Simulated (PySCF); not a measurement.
Isomers of C4H8F2O2Si, from PySCF, PBE0-D3(BJ)/def2-SVP geometry optimisation, gas phase. One conformer each, no zero-point energy, no frequencies.

Question: Which isomer lies lowest at this level?
A. `[F:1][CH2:2][C@@H:3]1[O:4][SiH2:5][O:6][C@@H:7]1[CH2:8][F:9]` with F1–C2–C3–O4 64°, O6–C7–C8–F9 -179°, C2–C3–O4–Si5 -97°, C3–O4–Si5–O6 -14°, O4–Si5–O6–C7 -6°, Si5–O6–C7–C8 147°: A = 2103, B = 1157, C = 956.7 MHz, dipole 0.65 D
B. `[O:1]=[C:2]([O:3][SiH3:4])[CH:5]([CH2:6][F:7])[CH2:8][F:9]` with O1–C2–O3–Si4 -1°, O1–C2–C5–C6 7°, C2–C5–C6–F7 -175°, C2–C5–C8–F9 -59°: A = 2599, B = 737.4, C = 640.0 MHz, dipole 2.41 D
C. `[F:1][CH:2]([F:3])[C@H:4]1[CH2:5][CH2:6][O:7][SiH2:8][O:9]1` with F1–C2–C4–C5 -65°, C2–C4–C5–C6 71°, C4–C5–C6–O7 55°, C5–C6–O7–Si8 -45°, C6–O7–Si8–O9 29°: A = 2346, B = 1122, C = 1010 MHz, dipole 1.45 D

Answer: C. That is `FC(F)[C@H]1CCO[SiH2]O1`, 13.2 kcal/mol below the next.

| SMILES | mapped SMILES | E (Eh) | relative (kcal/mol) | relative (kJ/mol) | dipole (D) |
| --- | --- | --- | --- | --- | --- |
| FC(F)[C@H]1CCO[SiH2]O1 | [F:1][CH:2]([F:3])[C@H:4]1[CH2:5][CH2:6][O:7][SiH2:8][O:9]1 | -795.82086 | 0.0 | 0.0 | 1.45 |
| FC[C@@H]1O[SiH2]O[C@@H]1CF | [F:1][CH2:2][C@@H:3]1[O:4][SiH2:5][O:6][C@@H:7]1[CH2:8][F:9] | -795.79985 | 13.2 | 55.2 | 0.65 |
| O=C(O[SiH3])C(CF)CF | [O:1]=[C:2]([O:3][SiH3:4])[CH:5]([CH2:6][F:7])[CH2:8][F:9] | -795.78579 | 22.0 | 92.1 | 2.41 |

As drawn, the lowest has two fluorines on one carbon, which the highest lacks; the highest has a C=O bond and a C(=O)–O unit, which the lowest lacks.
